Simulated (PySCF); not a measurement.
This PySCF input asks for the NMR shieldings of `InChI=1S/C7H11FS2/c1-2-3-7(8)4-5-9-6-10-7/h2H,1,3-6H2/t7-/m1/s1`; the geometry comes from GFN2-xTB.

```python
import basis_set_exchange as bse
import numpy as np
from pyscf import gto, dft
from pyscf.prop import nmr

atoms = """
C     3.326272   -0.300503    0.089422
C     2.290620    0.267572    0.676574
C     1.273246    1.104419   -0.035284
C    -0.141214    0.549702    0.142373
F    -0.450718    0.543258    1.490287
C    -0.289279   -0.867140   -0.406188
C    -1.622765   -1.519070   -0.068567
S    -3.014238   -0.756303   -0.964976
C    -2.855694    0.897834   -0.252681
S    -1.296338    1.719329   -0.690642
H     3.508884   -0.192136   -0.967201
H     4.041014   -0.887119    0.640392
H     2.123189    0.150821    1.738954
H     1.284297    2.117829    0.376393
H     1.491405    1.162918   -1.101954
H     0.513920   -1.474440    0.021670
H    -0.157218   -0.827958   -1.488739
H    -1.832159   -1.456827    1.000244
H    -1.621150   -2.563692   -0.374363
H    -2.925808    0.837232    0.832303
H    -3.655185    1.511216   -0.658490
"""
names = dict.fromkeys(["C", "F", "S", "H"], "pcSseg-1")
basis = {el: gto.basis.parse(bse.get_basis(n, elements=[el], fmt="nwchem")) for el, n in names.items()}
mol = gto.M(atom=atoms, basis=basis, charge=0, verbose=0)
mf = dft.RKS(mol, xc="PBE0")
mf.grids.level = 2
mf.grids.alignment = dft.numint.BLKSIZE   # the property module wants whole blocks of grid points
mf.conv_tol = 1e-9
mf.kernel()

calc = nmr.RKS(mf)   # GIAO
C = mf.mo_coeff
Co = C[:, mf.mo_occ > 0]
resp = mf.gen_response(singlet=True, hermi=2)
def vind(x):   # induced exchange potential for any number of trial vectors
    d = np.einsum("pi,xij,qj->xpq", C, 2 * x.reshape(-1, C.shape[1], Co.shape[1]), Co, optimize=True)
    return np.einsum("xpq,pi,qj->xij", resp(d - d.transpose(0, 2, 1)), C, Co, optimize=True).ravel()
mo1, _ = nmr.rhf.solve_mo1(calc, with_cphf=vind)
sigma = calc.kernel(mo1)
for i, s in enumerate(sigma):   # ppm
    w = np.linalg.eigvalsh((s + s.T) / 2)
    print("%2d %-2s iso %8.1f  s11 %8.1f  s22 %8.1f  s33 %8.1f" % (i, mol.atom_pure_symbol(i), w.mean(), *w))
```

Question: Give the expected output.

Answer: 
```
 0 C  iso     59.9  s11    -56.1  s22     78.0  s33    157.8
 1 C  iso     45.9  s11    -76.7  s22     48.5  s33    166.0
 2 C  iso    136.8  s11    118.0  s22    133.2  s33    159.1
 3 C  iso     80.7  s11     48.0  s22     66.0  s33    128.2
 4 F  iso    348.3  s11    276.7  s22    372.7  s33    395.5
 5 C  iso    147.0  s11    129.3  s22    140.7  s33    171.1
 6 C  iso    154.1  s11    141.7  s22    149.7  s33    170.7
 7 S  iso    475.2  s11    319.0  s22    537.0  s33    569.7
 8 C  iso    145.3  s11    120.4  s22    149.3  s33    166.1
 9 S  iso    373.2  s11    163.4  s22    456.0  s33    500.2
10 H  iso     26.2  s11     22.2  s22     25.6  s33     30.9
11 H  iso     26.1  s11     22.7  s22     25.2  s33     30.5
12 H  iso     25.5  s11     22.2  s22     24.3  s33     30.0
13 H  iso     28.7  s11     24.4  s22     29.0  s33     32.7
14 H  iso     29.5  s11     25.5  s22     29.3  s33     33.8
15 H  iso     29.1  s11     23.3  s22     29.2  s33     34.8
16 H  iso     30.0  s11     26.6  s22     29.1  s33     34.5
17 H  iso     28.3  s11     23.8  s22     27.9  s33     33.2
18 H  iso     29.2  s11     22.8  s22     27.5  s33     37.3
19 H  iso     26.9  s11     21.2  s22     26.8  s33     32.6
20 H  iso     28.3  s11     22.1  s22     26.4  s33     36.5
```

These numbers come from an equivalent density-fitted implementation of the same equations, which agrees with the script to about 0.01 ppm for H and up to a few tenths of a ppm for heavy atoms, so last digits may differ.

Question: Turn these shieldings into chemical shifts. δ = σ(ref) − σ, references computed at the same level: $^{13}$C (σref 186.93), $^{1}$H (σref 31.72) vs TMS; $^{19}$F (σref 170.95) against CFCl3; $^{33}$S (σref 503.73) vs CS2.

Answer: Averaging equivalent atoms: C 1: 141.0; C 0: 127.0; C 3: 106.2; C 2: 50.2; C 8: 41.7; C 5: 39.9; C 6: 32.9; F 4: -177.3; S 9: 131; S 7: 29; H 12: 6.24; H 11: 5.58; H 10: 5.47; H 19: 4.83; H 17: 3.42; H 20: 3.39; H 13: 3.00; H 15: 2.62; H 18: 2.53; H 14: 2.20; H 16: 1.67 ppm. Unscaled 19F shifts against computed CFCl3 carry errors that often reach 10 to 50 ppm.

Size and cost of the density-fitted run: 239 basis functions, 48 s wall time on 1 thread of an Arm Neoverse V2, shared host; peak memory 1.1 GiB.
